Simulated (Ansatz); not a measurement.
CH₅InO₃, SMILES `C[O][In]([OH])[OH]` at its PBE0-D4/def2-TZVP geometry, where that method's forces vanish. The species carries charge 0 and has multiplicity 1. In: def2 effective core potential.

```
atom   x (Å)   y (Å)   z (Å)
  C1  -0.296   1.579   1.071
  O2   0.700   0.754   0.516
 In3   0.265  -0.836  -0.566
  O4   1.727  -1.936  -1.304
  O5  -1.616  -1.324  -0.908
  H6  -0.945   1.045   1.776
  H7   0.201   2.386   1.620
  H8  -0.938   2.040   0.309
  H9   2.592  -1.592  -1.066
 H10  -1.688  -2.116  -1.447
```

Problem. For each bond, give half the difference of the two atoms' forces along it (eV/Å; positive pushes the atoms apart) under PBE-D4, r2SCAN-D4, B3LYP-D4, ωB97M-V in def2-TZVPP. (Estimate.)

Solution. Computed: 
| bond | length (Å) | PBE-D4 | r2SCAN-D4 | B3LYP-D4 | ωB97M-V |
| --- | --- | --- | --- | --- | --- |
| C1–O2 | 1.408 | 0.26 | 0.27 | 0.28 | 0.31 |
| C1–H6 | 1.097 | 0.05 | -0.07 | -0.10 | -0.10 |
| C1–H7 | 1.095 | 0.12 | -0.04 | -0.11 | -0.13 |
| C1–H8 | 1.097 | 0.05 | -0.07 | -0.10 | -0.10 |
| O2–In3 | 1.971 | 0.17 | 0.02 | 0.05 | -0.12 |
| In3–O4 | 1.973 | 0.17 | 0.07 | 0.13 | 0.00 |
| In3–O5 | 1.973 | 0.20 | 0.08 | 0.16 | 0.00 |
| O4–H9 | 0.961 | 0.40 | 0.04 | -0.02 | -0.06 |
| O5–H10 | 0.961 | 0.40 | 0.04 | -0.02 | -0.06 |

B3LYP here is the variant with VWN-RPA as its local correlation; programs differ in this.
